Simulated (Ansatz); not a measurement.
Molecule: trihydroxy(methyl)silane, CH6O3Si, charge 0, multiplicity 1. SMILES: [Si](O)(C)(O)O
Geometry from a B3LYP-D3(BJ)/def2-TZVP (Ansatz, an electronic-structure program) optimisation:
```
Si
O 1 1.6421
H 2 0.9609 1 117.50
O 1 1.6430 2 109.40 3 -44.62
H 4 0.9603 1 116.73 2 134.43
O 1 1.6522 2 112.65 3 70.49
H 6 0.9599 1 118.42 2 58.92
C 1 1.8510 2 105.67 3 -166.37
H 8 1.0912 1 110.82 2 -178.04
H 8 1.0913 9 108.25 1 121.28
H 8 1.0921 9 108.23 10 116.50
```

Wanted: vertical triplet-singlet gap (E(triplet) - E(singlet); each state is the SCF solution reached for its spin), in eV. Valence correlation only, unless marked. Open shells are spin-unrestricted. Spin-orbit coupling is left out. Non-relativistic. CBS(X,Y): correlation extrapolated as X^-3; Hartree-Fock from the larger set. [CCSD(T)-MP2]/basis is that difference in the basis named.

RI-MP2/CBS(aug-cc-pV(T+d)Z,aug-cc-pV(Q+d)Z)+[CCSD(T)-MP2]/aug-cc-pV(T+d)Z (Ansatz) gives 7.88 eV.

Task: Another calculation gave 7.68 eV. Which level was it?
(A) B2PLYP/def2-TZVPD (Ansatz)
(B) PBE0/def2-TZVPD (Ansatz)
(C) r2SCAN/def2-TZVPD (Ansatz)
(D) PBE/def2-TZVPD (Ansatz)

Result: A, B2PLYP/def2-TZVPD (Ansatz). The others give 6.99 (r2SCAN), 7.33 (PBE0), 6.51 (PBE) eV.
